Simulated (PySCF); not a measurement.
Species: C5H6O2.
Atom-mapped SMILES: `[OH:1][CH2:2][c:3]1[cH:4][cH:5][o:6][cH:7]1` (hydrogens: H8 on O1; H9, H10 on C2; H11 on C4; H12 on C5; H13 on C7)

Structure used (PBE0-D3(BJ)/def2-SVP), in Å, numbered top down from 1:
```
atom  x, y, z in Å
O1    -2.3111    0.2019    0.5553
C2    -1.6017    0.4545   -0.6316
C3    -0.1260    0.2418   -0.5022
C4     0.8330    1.1522    0.0603
C5     2.0330    0.5092    0.0251
O6     1.8902   -0.7185   -0.5120
C7     0.5897   -0.8761   -0.8240
H8    -1.8752    0.6830    1.2662
H9    -1.7852    1.4823   -1.0034
H10   -2.0100   -0.2312   -1.3891
H11    0.6500    2.1607    0.4276
H12    3.0394    0.7888    0.3255
H13    0.3095   -1.8276   -1.2693
```

Linear response at B3LYP/def2-SVPD (PySCF, frozen core in the response, non-relativistic).

Static isotropic polarisability: 65.04 au (9.64 Å³), principal values 48.8, 68.0, 78.3 au.

What is the polarisability at 1064 nm and at the sodium D line?

65.66 au at 1064 nm (+1.0 %), 67.15 au at 589.3 nm (+3.2 %). The rise at 589.3 nm is 3.41 times that at 1064 nm; a pure ω² law gives 3.26. The lowest singlet lies at 208 nm, shorter than both wavelengths.

What is the isotropic C6 coefficient between two such molecules, C6 = (3/π)∫α(iω)² dω?

1769 au (Eh·bohr⁶) by a ten-point quadrature over imaginary frequencies, which is 1060 eV·Å⁶ or 102 J·nm⁶/mol.

Which effective excitation energy ω̄ makes London's formula C6 = (3/4)α²ω̄ exact here?

ω̄ = 4·C6/(3α²) = 0.558 Eh = 15.2 eV. A one-pole form α(ω) = α/(1 − ω²/ω̄²) fitted to the 1064 nm value gives 12.0 eV. London's choice of the ionisation energy (8.92 eV, ΔSCF at the same level) gives C6 = 1040 au, 41 % too low.

What molar refraction at the D line follows from R = (4π/3)·N_A·α′, with α′ the polarisability volume?

α′ = 9.95 Å³ gives R = 25.10 cm³/mol, for isolated, non-vibrating species.

What n − 1 at the D line would an ideal gas of it have at 273.15 K and 1 atm (2.6868 × 10¹⁹ cm⁻³), by n − 1 = 2π·N·α′?

16.80 × 10⁻⁴, a formal value whether or not that pressure can be reached.

How many electrons N does the Slater–Kirkwood formula C6 = (3/4)·√N·α^(3/2) need to give this C6?

N = (4·C6/3)²/α³ = 20.2; the species has 52 electrons in all.

One conformer stands for the species.
